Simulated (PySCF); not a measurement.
**RbC: frontier orbitals**

TPSSh at R = 2.709 Å; PySCF, scalar-relativistic core potentials, basis sets Rb def2-TZVPP with ECP28, C def2-TZVPP. State: ⁴Σ⁻ (quartet), unpaired electrons σ ↑, π ↑↑. Only the outer orbitals are listed, counted within each symmetry, core potentials removing the inner ones.

| spin | orbital | occ. | ε (eV) | on Rb (%) | main shells (%) |
| --- | --- | --- | --- | --- | --- |
| α | 2σ | 1 | -33.95 | 100 | 100 Rb s |
| α | 1π | 1 | -17.01 | 100 | 100 Rb p |
| α | 1π | 1 | -17.01 | 100 | 100 Rb p |
| α | 3σ | 1 | -16.95 | 96 | 96 Rb p |
| α | 4σ | 1 | -12.20 | 3 | 97 C s |
| α | 5σ | 1 | -3.42 | 12 | 88 C p, 9 Rb s |
| α | 2π | 1 | -3.36 | 7 | 93 C p |
| α | 2π | 1 | -3.36 | 7 | 93 C p |
| α | 6σ | 0 | -1.53 | 94 | 75 Rb s, 18 Rb p |
| α | 3π | 0 | -0.34 | 100 | 83 Rb p, 16 Rb d |
| α | 3π | 0 | -0.34 | 100 | 83 Rb p, 16 Rb d |
| β | 2σ | 1 | -33.90 | 100 | 100 Rb s |
| β | 1π | 1 | -16.96 | 100 | 100 Rb p |
| β | 1π | 1 | -16.96 | 100 | 100 Rb p |
| β | 3σ | 1 | -16.80 | 99 | 99 Rb p |
| β | 4σ | 1 | -8.20 | 5 | 95 C s |
| β | 5σ | 0 | -1.38 | 97 | 81 Rb s, 16 Rb p |
| β | 2π | 0 | -0.04 | 88 | 86 Rb p, 12 C p |
| β | 2π | 0 | -0.04 | 88 | 86 Rb p, 12 C p |

Task: Which are the highest filled and the lowest empty level, where do they sit, and how wide is the gap?

Result: Highest filled α 2π at -3.36 eV (in %: 93 C p); lowest empty α 6σ at -1.53 eV (in %: 75 Rb s, 18 Rb p); the gap at TPSSh is 1.83 eV.

```json
{
  "bond order (Mayer)": "0.52",
  "⟨S²⟩": "3.754",
  "charge on Rb (Mulliken, basis-dependent)": "0.72",
  "charge on Rb (Löwdin, basis-dependent)": "0.53",
  "dipole moment (positive dipole means Rb(−)C(+))": "-9.45 D"
}
```

Spin–orbit coupling is left out. The state is the lowest determinant that a PBE0 search found; another state may lie lower at other levels.
